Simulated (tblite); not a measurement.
Parent: `[CH2:1]=[CH:2][CH2:3][O:4][Si@H:5]([NH2:6])[OH:7]` with C1–C2–C3–O4 -2°, C2–C3–O4–Si5 -91°, C3–O4–Si5–N6 -55°, O4–Si5–N6–H -179° and -45°, O4–Si5–O7–H -30°, C3H9NO2Si.

Computed geometry: GFN2-xTB, gas phase. One conformer each, not checked by frequencies here.

| coordinate of the parent | value |
| --- | --- |
| C1=C2 | 1.318 Å |
| C2–C3 | 1.500 Å |
| C3–O4 | 1.394 Å |
| O4–Si5 | 1.627 Å |
| Si5–N6 | 1.724 Å |
| Si5–O7 | 1.627 Å |
| C1–C2–C3 | 125.2° |
| C2–C3–O4 | 114.1° |
| C3–O4–Si5 | 126.8° |
| O4–Si5–N6 | 109.7° |
| O4–Si5–O7 | 103.8° |
| N6–Si5–O7 | 113.7° |

Task: How does the shared frame change in `[CH2:1]=[CH:2][CH2:3][O:4][Si@@:5]([CH3:6])([NH2:7])[OH:8]` with C1–C2–C3–O4 0°, C2–C3–O4–Si5 -171°, C3–O4–Si5–C6 -63°, O4–Si5–N7–H -55° and 169°, O4–Si5–O8–H -45°, C4H11NO2Si? Atoms pair as C1 = C1, C2 = C2, C3 = C3, O4 = O4, Si5 = Si5, N6 = N7, O7 = O8 (parent first).

Result: 
| parent | relative | value in the relative | change |
| --- | --- | --- | --- |
| C1=C2 | C1=C2 | 1.319 Å | +0.001 |
| C2–C3 | C2–C3 | 1.500 Å | 0.000 |
| C3–O4 | C3–O4 | 1.394 Å | 0.000 |
| O4–Si5 | O4–Si5 | 1.629 Å | +0.002 |
| Si5–N6 | Si5–N7 | 1.736 Å | +0.012 |
| Si5–O7 | Si5–O8 | 1.622 Å | -0.005 |
| C1–C2–C3 | C1–C2–C3 | 124.5° | -0.7 |
| C2–C3–O4 | C2–C3–O4 | 111.8° | -2.3 |
| C3–O4–Si5 | C3–O4–Si5 | 128.8° | +2.0 |
| O4–Si5–N6 | O4–Si5–N7 | 108.0° | -1.7 |
| O4–Si5–O7 | O4–Si5–O8 | 105.7° | +1.9 |
| N6–Si5–O7 | N7–Si5–O8 | 108.8° | -4.9 |

Of the parent's bonds, Si5–N6 changes most (+0.012 Å). Bonds of the relative outside the shared frame: Si5–C6 1.902 Å. Point group C1 → C1.

Task: How does the shared frame change in `[CH2:1]=[C:2]([CH2:3][O:4][Si@H:5]([NH2:6])[OH:7])[C:8]([CH3:9])=[O:10]` with C1–C2–C3–O4 -125°, C2–C3–O4–Si5 -107°, C3–O4–Si5–N6 140°, O4–Si5–N6–H 47° and 179°, O4–Si5–O7–H 43°, C5H11NO3Si? Atoms pair as C1 = C1, C2 = C2, C3 = C3, O4 = O4, Si5 = Si5, N6 = N6, O7 = O7 (parent first).

Result: 
```json
{"parent": "C1=C2", "relative": "C1=C2", "value in the relative": "1.324 Å", "change": "+0.006"}
{"parent": "C2–C3", "relative": "C2–C3", "value in the relative": "1.510 Å", "change": "+0.010"}
{"parent": "C3–O4", "relative": "C3–O4", "value in the relative": "1.395 Å", "change": "+0.001"}
{"parent": "O4–Si5", "relative": "O4–Si5", "value in the relative": "1.639 Å", "change": "+0.012"}
{"parent": "Si5–N6", "relative": "Si5–N6", "value in the relative": "1.727 Å", "change": "+0.003"}
{"parent": "Si5–O7", "relative": "Si5–O7", "value in the relative": "1.616 Å", "change": "-0.011"}
{"parent": "C1–C2–C3", "relative": "C1–C2–C3", "value in the relative": "123.7°", "change": "-1.5"}
{"parent": "C2–C3–O4", "relative": "C2–C3–O4", "value in the relative": "110.1°", "change": "-4.0"}
{"parent": "C3–O4–Si5", "relative": "C3–O4–Si5", "value in the relative": "126.1°", "change": "-0.7"}
{"parent": "O4–Si5–N6", "relative": "O4–Si5–N6", "value in the relative": "101.3°", "change": "-8.4"}
{"parent": "O4–Si5–O7", "relative": "O4–Si5–O7", "value in the relative": "114.7°", "change": "+10.9"}
{"parent": "N6–Si5–O7", "relative": "N6–Si5–O7", "value in the relative": "111.7°", "change": "-2.0"}
```

Of the parent's bonds, O4–Si5 and Si5–O7 change most and about equally (-0.011 to +0.012 Å). Bonds of the relative outside the shared frame: C2–C8 1.493, C8–C9 1.499, C8=O10 1.211 Å. Point group C1 → C1.

Task: How does the shared frame change in `[CH2:1]=[C:2]([CH2:3][O:4][Si@@H:5]([NH2:6])[OH:7])[N:8]([CH3:9])[CH3:10]` with C1–C2–C3–O4 99°, C2–C3–O4–Si5 153°, C3–O4–Si5–N6 -161°, O4–Si5–N6–H -35° and -168°, O4–Si5–O7–H -167°, C5H14N2O2Si? Atoms pair as C1 = C1, C2 = C2, C3 = C3, O4 = O4, Si5 = Si5, N6 = N6, O7 = O7 (parent first).

Result: 
```
   parent   relative  value in the relative  change
    C1=C2      C1=C2                1.336 Å  +0.018
    C2–C3      C2–C3                1.511 Å  +0.011
    C3–O4      C3–O4                1.405 Å  +0.011
   O4–Si5     O4–Si5                1.611 Å  -0.016
   Si5–N6     Si5–N6                1.723 Å  -0.001
   Si5–O7     Si5–O7                1.634 Å  +0.007
 C1–C2–C3   C1–C2–C3                 119.1°    -6.1
 C2–C3–O4   C2–C3–O4                 110.5°    -3.6
C3–O4–Si5  C3–O4–Si5                 127.4°    +0.6
O4–Si5–N6  O4–Si5–N6                 102.5°    -7.2
O4–Si5–O7  O4–Si5–O7                 108.4°    +4.6
N6–Si5–O7  N6–Si5–O7                 110.6°    -3.1
```

Of the parent's bonds, C1–C2 changes most (+0.018 Å). Bonds of the relative outside the shared frame: C2–N8 1.385, N8–C9 1.447, N8–C10 1.443 Å. Point group C1 → C1.
